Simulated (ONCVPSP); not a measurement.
## An all-electron radial function and its pseudo partner (Co)

Columns: radius, all-electron u(r) and pseudo u(r) of the 3s shell (level -102.40 eV) of cobalt in the configuration [Ne] 3s2 3p6 3d7 4s2; PBE, scalar-relativistic, ONCV scheme, ONCVPSP 4.0.1.

| r (bohr) | all-electron | pseudo |
| --- | --- | --- |
| 0.085 | -0.1388 | 0.1480 |
| 0.170 | -0.6738 | 0.3129 |
| 0.255 | -0.3898 | 0.5016 |
| 0.340 | 0.1872 | 0.7057 |
| 0.425 | 0.7081 | 0.9029 |
| 0.510 | 1.0565 | 1.0659 |
| 0.595 | 1.2305 | 1.1715 |
| 0.680 | 1.2701 | 1.2087 |
| 0.765 | 1.2204 | 1.1801 |
| 0.850 | 1.1202 | 1.1006 |
| 0.935 | 0.9961 | 0.9891 |
| 1.020 | 0.8660 | 0.8644 |
| 1.105 | 0.7404 | 0.7402 |
| 1.190 | 0.6251 | 0.6250 |
| 1.275 | 0.5226 | 0.5225 |
| 1.360 | 0.4335 | 0.4334 |
| 1.445 | 0.3574 | 0.3573 |
| 1.530 | 0.2932 | 0.2931 |
| 1.615 | 0.2395 | 0.2395 |
| 1.700 | 0.1950 | 0.1949 |
| 1.785 | 0.1583 | 0.1583 |
| 1.870 | 0.1282 | 0.1282 |
| 1.955 | 0.1036 | 0.1036 |
| 2.040 | 0.0836 | 0.0836 |
| 2.125 | 0.0674 | 0.0674 |
| 2.210 | 0.0542 | 0.0542 |

Problem. How many radial nodes do the two functions have?

Solution. The all-electron 3s function has n − l − 1 = 2 (the table is too coarse to show those close to the nucleus); the pseudo-wave has 0, since the states of the same l below it are removed with the core.

Problem. At about which radius was the pseudo-wave matched?

Solution. 1.25 bohr. The columns agree to 0.0005 from 1.10 bohr on; several derivatives are matched, so the curves merge somewhat inside the radius.

Problem. Is the pseudo-wave norm-conserving?

Solution. Yes: the ONCV scheme keeps the norm inside the radius equal to the all-electron one, which fixes the energy derivative of the logarithmic derivative at the level.
